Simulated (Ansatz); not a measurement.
`[BH2][GeH2][OH]` + H₂Te → `[OH][GeH2][TeH]` + BH₃ at 500 K and 1 bar (cleavage of the Ge–B bond).

Program: Ansatz. Geometries: PBE0-D4/def2-TZVP. ΔE: electronic, gas phase. CCSD(T)/CBS is the MP2 limit (def2-TZVPP, def2-QZVPP) plus CCSD(T) − MP2 in def2-TZVPP, frozen cores. This one scheme is used for every species. Elements past krypton have def2 core potentials. For Ge, Te outer-core shells are correlated without core-valence functions, which leaves a few kJ/mol of doubt a bond. Scalar relativity is left out up to krypton. One conformer a species, not always the lowest.

```
          species  CCSD(T)/CBS energy (Eh)  H − E (kJ/mol)  S (J/(mol·K))
`[BH2][GeH2][OH]`              -2179.06509           167.3          365.3
             H₂Te               -268.91024            48.9          247.6
`[OH][GeH2][TeH]`              -2421.45317           134.7          394.6
              BH₃                -26.55200            86.8          208.8
```

H − E and S are ideal-gas, rigid-rotor, harmonic terms from PBE0-D4/def2-TZVP, for one conformer and one mirror image of each species. 1 Eh = 2625.50 kJ/mol, R = 8.31446 J/(mol·K).

**Question.** By hand: ΔE, ΔH, ΔS and ΔG.

**Answer.** ΔE = (-2421.45317) + (-26.55200) − (-2179.06509) − (-268.91024) = -0.02984 Eh = -78.3 kJ/mol. Δ(H − E) = 134.7 + 86.8 − 167.3 − 48.9 = 5.3, so ΔH = -73.0 kJ/mol. ΔS = 394.6 + 208.8 − 365.3 − 247.6 = -9.5 J/(mol·K). ΔG = -73.0 − 500 × (-9.5)/1000 = -68.2 kJ/mol.

**Question.** By hand: the equilibrium constant, and the temperature at which ΔG would vanish if ΔH and ΔS stayed fixed.

**Answer.** log₁₀ K = −ΔG/(RT ln 10) = 7.1. ΔG = 0 at ΔH/ΔS = 7684 K, far beyond where these terms or the molecules hold.

The number of gas molecules stays the same, so ΔS is small and ΔH decides. A doubt of 5 kJ/mol in ΔE shifts log₁₀ K by 0.5 here. Other conformers and mirror images would add mixing entropy, several J/(mol·K) or more a flexible species. These are equilibria of isolated gas molecules and say nothing of rates. Largest T1 diagnostic: 0.012 (customary marks: 0.02 for closed shells, 0.045 for open ones).
